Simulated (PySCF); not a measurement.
An unknown gives this computed stick spectrum. Level of theory: PySCF, TDDFT CAM-B3LYP/def2-SVPD, vertical, gas phase, core orbitals frozen in the response. Geometries: GFN2-xTB, one conformer each.

```json
{"state": "S1", "E (eV)": "5.80", "λ (nm)": "213.9", "f": "0.0003"}
{"state": "S2", "E (eV)": "6.79", "λ (nm)": "182.6", "f": "0.024"}
{"state": "S3", "E (eV)": "7.27", "λ (nm)": "170.6", "f": "0.043"}
{"state": "S4", "E (eV)": "7.52", "λ (nm)": "164.9", "f": "0.050"}
{"state": "S5", "E (eV)": "7.64", "λ (nm)": "162.2", "f": "0.014"}
{"state": "S6", "E (eV)": "7.74", "λ (nm)": "160.2", "f": "0.026"}
{"state": "S7", "E (eV)": "7.81", "λ (nm)": "158.7", "f": "0.010"}
{"state": "S8", "E (eV)": "8.00", "λ (nm)": "155.0", "f": "0.014"}
```

Triplets computed (Tamm–Dancoff): 5.29, 6.19, 6.25 eV.

Question: Which candidate is it? All have the formula C4H7FO2Si.
A. `C=CCOC(=O)[SiH2]F`
B. `O=C(OC1CC1)[SiH2]F`
C. `OC(=O)[C@@H]1C[SiH2][C@@H]1F`
D. `O=C1CO[C@@H](CF)[SiH2]1`

Answer: C. Its S1, at 5.80 eV, is the highest among the candidates; the nearest of the others has S1 at 5.15 eV. S1 is HOMO→LUMO+2 (31%), HOMO→LUMO (21%), HOMO-1→LUMO+2 (19%). Löwdin shares by element: HOMO carbon 29% or more, oxygen 29% or more, silicon 12% (atoms not listed hold the other 30%); LUMO silicon 27%, carbon 20% or more, hydrogen 9% or more (atoms not listed hold the other 45%). At the same level the other candidates give, for their lowest levels:
- `O=C1CO[C@@H](CF)[SiH2]1`: 3.25 eV (f 0.001); 5.85 eV (f 0.005); 6.08 eV (f 0.062); 6.49 eV (f 0.005); 6.84 eV (f 0.063); T1 2.65 eV; HOMO -8.11, LUMO -0.32 eV
- `O=C(OC1CC1)[SiH2]F`: 5.15 eV (f 0.004); 6.71 eV (f 0.118); 7.07 eV (f 0.083); 7.69 eV (f 0.002); 7.78 eV (f 0.006); T1 4.49 eV; HOMO -9.48, LUMO 0.28 eV
- `C=CCOC(=O)[SiH2]F`: 4.88 eV (f 0.003); 6.99 eV (f 0.042); 7.15 eV (f 0.034); 7.30 eV (f 0.188); 7.46 eV (f 0.044); T1 4.23 eV; HOMO -9.16, LUMO -0.09 eV

Shape of the structure used: `[O:1]=[C:2]([OH:3])[C@@H:4]1[CH2:5][SiH2:6][C@@H:7]1[F:8]`: O1–C2–C4–C5 -129°, H–O3–C2–O1 -4°.
